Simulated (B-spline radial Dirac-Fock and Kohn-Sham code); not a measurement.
**Bi⁷⁵⁺: scattering cross sections and density moments**

System: bismuth as Bi⁷⁵⁺, [He] 2s2 2p4.

The run's input, task.json:

```json
{"items": [{
  "Z": 83,
  "q": 75,
  "cfg": [[1, 0, 2], [2, 0, 2], [2, 1, 4]],
  "A": 209,
  "rrms": 5.5211,
  "do": ["scatter"],
  "s": [0.0, 0.04, 0.05, 0.07, 0.08, 0.11, 0.14, 0.17, 0.22, 0.28, 0.35, 0.45, 0.57, 0.72, 0.92, 1.17, 1.48, 1.88, 2.39, 3.04, 3.87, 4.91, 6.24],
  "pz": [0, 0.1, 0.13, 0.18, 0.24, 0.32, 0.42, 0.56, 0.75, 1.0, 1.3, 1.8, 2.4, 3.2, 4.2, 5.7, 7.5, 10.0, 13.0, 18.0, 24.0],
  "hv_scatter": [1000, 5000, 8047.8, 17479.3, 20000, 30000, 50000, 200000]
}]}
```

Command: `python xray_run.py task.json out`

Level of theory: configuration-average Dirac-Fock orbitals; a radial atomic solver.

| Quantity | Value |
| --- | --- |
| Sum of ⟨r⟩ | 0.3924 bohr |
| Sum of ⟨r²⟩ | 0.02713 bohr² |
| Sum of ⟨1/r⟩ | 349.35 per bohr |
| Langevin diamagnetic susceptibility | -0.0215 × 10⁻⁶ cm³/mol |
| Lamb shielding (α²/3)Σ⟨1/r⟩ | 6201 ppm |

Coherent scattering is the Thomson cross section weighted by f₀², without anomalous dispersion; incoherent scattering is Klein-Nishina weighted by S. The Lamb formula is the non-relativistic shielding expression. Electron correlation is left out. A dash stands where the photon energy is too low for the impulse approximation behind that column.

| hν (keV) | coherent (b) | incoherent (b) | incoherent per electron (b) |
| --- | --- | --- | --- |
| 1 | 42.57 | – | – |
| 5 | 42.40 | – | – |
| 8.0478 | 42.13 | – | – |
| 17.4793 | 40.55 | – | – |
| 20 | 39.95 | – | – |
| 30 | 37.05 | – | – |
| 50 | 29.88 | – | – |
| 200 | 5.955 | 2.165 | 0.271 |

Values without a named source are computed, but for edge energies of neutral atoms, which are taken from tables.
